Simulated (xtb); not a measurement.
BCl2, SMILES Cl[B]Cl (connectivity only; charge and spin as stated), charge +1, multiplicity 1. All values are semi-empirical tight-binding results from xtb (GFN2-xTB unless named), good for trends rather than for accurate numbers. Geometry: GFN2-xTB. The multiplicity is an assumed one; other spin states were not compared. The isomer is the one that the SMILES or the coordinates give; other isomers of the formula were not compared.

Optimised geometry:

Bond lengths (Å): Cl1–B2 1.572, B2–Cl3 1.572. Angles (°): Cl1–B2–Cl3 180.0.
Charge +1, spin multiplicity 1.

Computed properties:
```json
{
 "point_group_as_xtb_finds_it": "D∞h",
 "orbital_gap": "5.47 eV",
 "zero_point_energy": "3.6 kcal/mol",
 "G − E(el) at 298.15 K (modified RRHO)": "-11.1 kcal/mol",
 "static polarisability (D4 model)": "41.3 bohr³",
 "solvation energy, GFN2-xTB/ALPB(water)": "-56.9 kcal/mol",
 "solvation energy, GFN2-xTB/ALPB(chcl3)": "-51.0 kcal/mol"
}
```

Computed atomic charges and the Wiberg bond orders between heavy atoms:
charges (e) Cl1 0.31, B2 0.39, Cl3 0.31. Bond orders Cl1–B2 1.75, B2–Cl3 1.75.
